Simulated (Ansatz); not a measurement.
This singlet lies 2.82 eV below the relaxed triplet at the level frozen-core CCSD(T)/cc-pVTZ // B3LYP-D3(BJ)/def2-TZVP (Ansatz, a first-principles code).

The numbers are results of Ansatz with B3LYP-D3(BJ)/def2-TZVP, not measurements. No frequencies were computed at this level.

Ansatz 0.2 input:
```yaml
crystal:
  periodic: [false, false, false]
  atoms:
    - { symbol: C, position_ang: [2.228135, -0.25527, -0.321125] }
    - { symbol: N, position_ang: [1.168696, 0.240508, -0.212937] }
    - { symbol: Ge, position_ang: [-0.453708, 1.217608, -0.056997] }
    - { symbol: O, position_ang: [-1.554823, -0.130568, 0.053502] }
    - { symbol: H, position_ang: [-1.388302, -1.072278, 0.041118] }
basis:
  gaussian: { orbitals: def2-tzvp }
hamiltonian:
  xc: b3lyp
  dispersion: d3bj
relax:
  max_steps: 150
```

Output:

```
Functional definition: B3LYP
919 factors; their error is unknown
mean field evaluation 1: about -61100.6035 eV, gradient 7.8e1 eV
mean field evaluation 2: about -61058.0556 eV, gradient 1.6e2 eV
mean field evaluation 4: about -61110.8699 eV, gradient 1.2e1 eV
mean field evaluation 8: about -61111.1497 eV, gradient 9.0e-2 eV
mean field evaluation 16: about -61111.3748 eV, gradient 4.4e-5 eV
mean field -61111.37481175 eV, -2245.8016015541 hartree, gradient 4.4e-5 eV, S^2 0.000000; 0 other end points of the search recorded, 0 dependent functions left out
reference -61111.37502855 eV, -2245.8016095216 hartree; 27, 27 occupied and 120, 120 virtual orbitals, 919 factors
relax step   1: F+E_penalty+E_count = -61111.56945822 eV  Δ(F+E_penalty+E_count) = +0.000e0 eV  max|allowed force component| = 9.371e-1 eV/Å  Δτ_max = 0.0000 Å  (28 SCF iters, accepted)
these checks for a lower state are left out or cut short: starts, cluster_reference, orbital_swaps, neighbouring_geometries, increment
919 factors; their error is unknown
mean field -61111.40091509 eV, -2245.8025608341 hartree, gradient 1.9e-5 eV, S^2 0.000000; 0 other end points of the search recorded, 0 dependent functions left out
reference -61111.40113213 eV, -2245.8025688104 hartree; 27, 27 occupied and 120, 120 virtual orbitals, 919 factors
relax step   2: F+E_penalty+E_count = -61111.59566597 eV  Δ(F+E_penalty+E_count) = -2.621e-2 eV  max|allowed force component| = 6.731e-1 eV/Å  Δτ_max = 0.0347 Å  (33 SCF iters, accepted)
these checks for a lower state are left out or cut short: starts, cluster_reference, orbital_swaps, neighbouring_geometries, increment
919 factors; their error is unknown
mean field -61111.42576735 eV, -2245.8034741381 hartree, gradient 7.9e-6 eV, S^2 0.000000; 0 other end points of the search recorded, 0 dependent functions left out
reference -61111.42598359 eV, -2245.8034820847 hartree; 27, 27 occupied and 120, 120 virtual orbitals, 919 factors
relax step   3: F+E_penalty+E_count = -61111.62137726 eV  Δ(F+E_penalty+E_count) = -2.571e-2 eV  max|allowed force component| = 1.011e0 eV/Å  Δτ_max = 0.1369 Å  (32 SCF iters, accepted)
these checks for a lower state are left out or cut short: starts, cluster_reference, orbital_swaps, neighbouring_geometries, increment
919 factors; their error is unknown
mean field evaluation 32: about -61111.2130 eV, gradient 1.4e-2 eV
mean field -61111.43743774 eV, -2245.8039030167 hartree, gradient 1.9e-5 eV, S^2 0.000000; 0 other end points of the search recorded, 0 dependent functions left out
reference -61111.43765382 eV, -2245.8039109576 hartree; 27, 27 occupied and 120, 120 virtual orbitals, 919 factors
relax step   4: F+E_penalty+E_count = -61111.63454428 eV  Δ(F+E_penalty+E_count) = -1.317e-2 eV  max|allowed force component| = 3.191e-1 eV/Å  Δτ_max = 0.0337 Å  (31 SCF iters, accepted)
these checks for a lower state are left out or cut short: starts, cluster_reference, orbital_swaps, neighbouring_geometries, increment
919 factors; their error is unknown
mean field -61111.44077792 eV, -2245.8040257661 hartree, gradient 1.8e-5 eV, S^2 0.000000; 0 other end points of the search recorded, 0 dependent functions left out
reference -61111.44099350 eV, -2245.8040336885 hartree; 27, 27 occupied and 120, 120 virtual orbitals, 919 factors
relax step   5: F+E_penalty+E_count = -61111.63701556 eV  Δ(F+E_penalty+E_count) = -2.471e-3 eV  max|allowed force component| = 1.458e-1 eV/Å  Δτ_max = 0.0366 Å  (33 SCF iters, accepted)
these checks for a lower state are left out or cut short: starts, cluster_reference, orbital_swaps, neighbouring_geometries, increment
919 factors; their error is unknown
mean field -61111.44149889 eV, -2245.8040522616 hartree, gradient 1.8e-5 eV, S^2 0.000000; 0 other end points of the search recorded, 0 dependent functions left out
reference -61111.44171449 eV, -2245.8040601845 hartree; 27, 27 occupied and 120, 120 virtual orbitals, 919 factors
relax step   6: F+E_penalty+E_count = -61111.63810055 eV  Δ(F+E_penalty+E_count) = -1.085e-3 eV  max|allowed force component| = 3.275e-2 eV/Å  Δτ_max = 0.0213 Å  (33 SCF iters, accepted)
these checks for a lower state are left out or cut short: starts, cluster_reference, orbital_swaps, neighbouring_geometries, increment
919 factors; their error is unknown
mean field -61111.44160806 eV, -2245.8040562733 hartree, gradient 1.8e-5 eV, S^2 0.000000; 0 other end points of the search recorded, 0 dependent functions left out
reference -61111.44182367 eV, -2245.8040641967 hartree; 27, 27 occupied and 120, 120 virtual orbitals, 919 factors
relax step   7: F+E_penalty+E_count = -61111.63821531 eV  Δ(F+E_penalty+E_count) = -1.148e-4 eV  max|allowed force component| = 2.270e-1 eV/Å  Δτ_max = 0.0091 Å  (33 SCF iters, accepted)
these checks for a lower state are left out or cut short: starts, cluster_reference, orbital_swaps, neighbouring_geometries, increment
919 factors; their error is unknown
mean field evaluation 64: about -61111.4418 eV, gradient 1.8e-5 eV
mean field -61111.44175205 eV, -2245.8040615648 hartree, gradient 1.8e-5 eV, S^2 0.000000; 0 other end points of the search recorded, 0 dependent functions left out
reference -61111.44196762 eV, -2245.8040694869 hartree; 27, 27 occupied and 120, 120 virtual orbitals, 919 factors
relax step   8: F+E_penalty+E_count = -61111.63851560 eV  Δ(F+E_penalty+E_count) = -3.003e-4 eV  max|allowed force component| = 1.085e-1 eV/Å  Δτ_max = 0.0109 Å  (33 SCF iters, accepted)
these checks for a lower state are left out or cut short: starts, cluster_reference, orbital_swaps, neighbouring_geometries, increment
919 factors; their error is unknown
mean field -61111.44244962 eV, -2245.8040872002 hartree, gradient 1.7e-5 eV, S^2 0.000000; 0 other end points of the search recorded, 0 dependent functions left out
reference -61111.44266511 eV, -2245.8040951190 hartree; 27, 27 occupied and 120, 120 virtual orbitals, 919 factors
relax step   9: F+E_penalty+E_count = -61111.63895267 eV  Δ(F+E_penalty+E_count) = -4.371e-4 eV  max|allowed force component| = 9.547e-3 eV/Å  Δτ_max = 0.0216 Å  (33 SCF iters, accepted)
919 factors; their error is unknown
mean field evaluation 96: about -61111.4424 eV, gradient 8.6e-5 eV
mean field -61111.44244962 eV, -2245.8040872002 hartree, gradient 1.8e-5 eV, S^2 0.000000; 1 other end points of the search recorded, 0 dependent functions left out
reference -61111.44266511 eV, -2245.8040951190 hartree; 27, 27 occupied and 120, 120 virtual orbitals, 919 factors
Total energy: -61111.63916816 eV, -2245.8113164729 hartree
Atom 0 at     2.200089    -0.268676    -0.316632 Å, force    -0.006465     0.005744     0.000749 eV/Å
Atom 1 at     1.115340     0.170825    -0.209634 Å, force     0.009547    -0.007410    -0.000977 eV/Å
Atom 2 at    -0.478859     1.236445    -0.054516 Å, force    -0.004221    -0.002403     0.000241 eV/Å
Atom 3 at    -1.615524    -0.128902     0.060534 Å, force     0.001809     0.004975     0.000228 eV/Å
Atom 4 at    -1.221047    -1.009691     0.023809 Å, force    -0.000670    -0.000906    -0.000242 eV/Å
Dipole moment:    -0.452184     0.260529     0.044429 e Å
```

Cost: very roughly 40 core-seconds.
